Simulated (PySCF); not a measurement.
# Adding and removing an electron: CsLi

PBE0; basis Cs def2-SVPD with ECP46, Li def2-SVPD; scalar-relativistic core potentials; PySCF 2.14. Neutral (UKS): singlet (closed shell), Re = 3.788 Å, ωe = 174 cm⁻¹, De = 0.60 eV, HOMO -3.03 eV, LUMO -1.22 eV.

CsLi⁻ (UKS): doublet (σ ↑), Re = 4.226 Å, ωe = 112 cm⁻¹, De = 0.68 eV to Cs + Li⁻. The energies at the minima are -27.62139 hartree for CsLi and -27.64083 for CsLi⁻.

(1) Work out the adiabatic electron affinity, without and with harmonic zero-point energies (1 hartree = 27.2114 eV, 1 eV = 8065.5 cm⁻¹), and the change of the bond length.

Closed-shell solutions of metal pairs were not tested for spin polarisation, which can lower them a little. Spin–orbit coupling is left out. For an ion De counts to the pair picked by the measured ionisation energies or electron affinities, which need not be the lowest pair at this level. The highest Kohn–Sham level is positive in this anion. Much of that is self-interaction error, but it also means that the finite basis helps to hold the extra electron. States were picked by a PBE0 search and need not be the measured ground states.

Answers

(1) At PBE0: 0.01944 hartree = 0.529 eV between the minima; the zero-point term (174.0 − 112.0)/2 cm⁻¹ = +0.004 eV makes it 0.533 eV. Re changes by +43.8 pm against the neutral. The electron enters a σ orbital; the charge polarises the partner, so the anion is bound more strongly.
